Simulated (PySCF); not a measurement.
## Core-level binding energies of `[SiH3]N([SiH3])c1cccs1`

Compound: C4H9NSSi2.
Cartesian coordinates in Å at the PBE0-D3(BJ)/def2-SVP level; atoms count from 1:
```
atom  x, y, z in Å
Si1   -1.8492    1.0403    0.3898
N2    -1.0466   -0.4685   -0.0618
Si3   -1.9376   -1.9281   -0.5110
C4     0.3481   -0.4725   -0.0473
C5     1.2086    0.5044    0.4086
C6     2.5782    0.1507    0.2508
C7     2.7576   -1.0793   -0.3152
S8     1.2475   -1.8281   -0.6774
H9    -1.5460    1.4027    1.8073
H10   -3.3113    0.8199    0.2246
H11   -1.3817    2.1522   -0.4899
H12   -3.3842   -1.6102   -0.3713
H13   -1.5604   -3.0608    0.3854
H14   -1.6287   -2.3167   -1.9199
H15    0.8763    1.4435    0.8532
H16    3.4058    0.7931    0.5550
H17    3.6866   -1.5986   -0.5428
```

Method used: PySCF, delta-SCF UKS SCAN, pcX-2 on the ionised atom, pcseg-1 elsewhere, spin-free X2C. These are vertical core ionisation energies against the vacuum level, from separate self-consistent calculations with and without the core hole.

Problem. Give the core binding energies atom by atom.

Solution. 
```json
{"atom(s)": "S8", "environment": "thiophene-type sulfur", "level": "S 1s", "binding energy (eV)": "2477.58", "2p1/2 (eV)": "–", "above the level's lowest (eV)": "0.00", "count": "1"}
{"atom(s)": "Si1/Si3", "environment": "SiH3 silicon", "level": "Si 1s", "binding energy (eV)": "1847.06", "2p1/2 (eV)": "–", "above the level's lowest (eV)": "0.00", "count": "2"}
{"atom(s)": "N2", "environment": "nitrogen bridging silicon atoms", "level": "N 1s", "binding energy (eV)": "404.57", "2p1/2 (eV)": "–", "above the level's lowest (eV)": "0.00", "count": "1"}
{"atom(s)": "C4", "environment": "aromatic carbon bearing nitrogen", "level": "C 1s", "binding energy (eV)": "291.62", "2p1/2 (eV)": "–", "above the level's lowest (eV)": "+1.81", "count": "1"}
{"atom(s)": "C7", "environment": "aromatic CH next to a ring sulfur", "level": "C 1s", "binding energy (eV)": "290.14", "2p1/2 (eV)": "–", "above the level's lowest (eV)": "+0.33", "count": "1"}
{"atom(s)": "C6", "environment": "aromatic CH carbon", "level": "C 1s", "binding energy (eV)": "290.13", "2p1/2 (eV)": "–", "above the level's lowest (eV)": "+0.32", "count": "1"}
{"atom(s)": "C5", "environment": "aromatic CH carbon", "level": "C 1s", "binding energy (eV)": "289.81", "2p1/2 (eV)": "–", "above the level's lowest (eV)": "0.00", "count": "1"}
{"atom(s)": "Si1/Si3", "environment": "SiH3 silicon", "level": "Si 2p3/2", "binding energy (eV)": "107.21", "2p1/2 (eV)": "107.84", "above the level's lowest (eV)": "0.00", "count": "2"}
```

Lowest listed C 1s: C5, bonded to 2 C (aromatic in the SMILES) and H. Highest, 1.81 eV above it: C4, bonded to N, S (aromatic in the SMILES) and C (aromatic in the SMILES). The widest gap between neighbouring values is 1.48 eV, between 290.14 and 291.62 eV. Summing the Pauling electronegativity differences to the bonded atoms, each weighted by its formal bond order, gives -0.35 for the lowest site and +0.54 for the highest; no listed site has a larger sum than the highest. The values 290.13 and 290.14 eV lie too close for their order to be trusted.

Problem. Express the binding energy of C 1s of C4 in atomic units and per mole.

Solution. 291.62 eV = 10.7168 Eh = 28137 kJ/mol.

Problem. Which effective nuclear charge Zeff reproduces each element's mean 1s value in the hydrogen-like formula E = 13.606 eV × Zeff²?

Solution. C (Z = 6): mean 290.4 eV, Zeff = 4.62, Z − Zeff = 1.38; N (Z = 7): mean 404.6 eV, Zeff = 5.45, Z − Zeff = 1.55; Si (Z = 14): mean 1847.1 eV, Zeff = 11.65, Z − Zeff = 2.35; S (Z = 16): mean 2477.6 eV, Zeff = 13.49, Z − Zeff = 2.51. Means run over the listed sites, weighted by atom count.

One atom of each set of topologically equivalent atoms was ionised and stands for the set; in this conformer not all members are related by symmetry, and their own values weren't computed. Not every level is listed. 2p3/2 and 2p1/2 are the ΔSCF energy of one spin-free 2p hole plus the eigenvalues of a spin–orbit and ligand-field matrix of the shell. 2p1/2 minus 2p3/2 (ligand field included): Si 0.62 eV. Isolated species at its PBE0-D3(BJ)/def2-SVP geometry, gas phase.

The run took 1.8 min of wall time on one thread, Arm Neoverse V1, on a shared host.
